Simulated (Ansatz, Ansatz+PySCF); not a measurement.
```yaml
atoms:
  - { symbol: O, position_ang: [0.0000, 0.0000, -0.1085] }
  - { symbol: H, position_ang: [0.0000, 0.0000, 0.8679] }
  - { symbol: O, position_ang: [29.9518, -0.0257, 0.0937] }
  - { symbol: H, position_ang: [30.3857, 0.2054, -0.7499] }
```

Basis set: STO-3G (spherical functions). Frozen core: 2 orbitals. Charge 0, multiplicity 3.

Computed with Ansatz (development build ahead of 0.2.0); each method stands on the lowest determinant of its kind that the runs found.

(1) Give the atomization energy at this shape (free ground-state atoms in the same class of orbitals less the molecule, no zero-point energy) of triplet H2O2 in separate pieces by UHF-CCSD(T), UHF-MP2, UHF, ROHF.

Results:

(1)

```csv
method,atomization energy
UHF-CCSD(T),6.39 eV
UHF-MP2,5.91 eV
UHF,5.04 eV
ROHF,4.98 eV
```

This basis has no polarisation functions and is too small for such energies, which can lie far from measured ones in either direction.
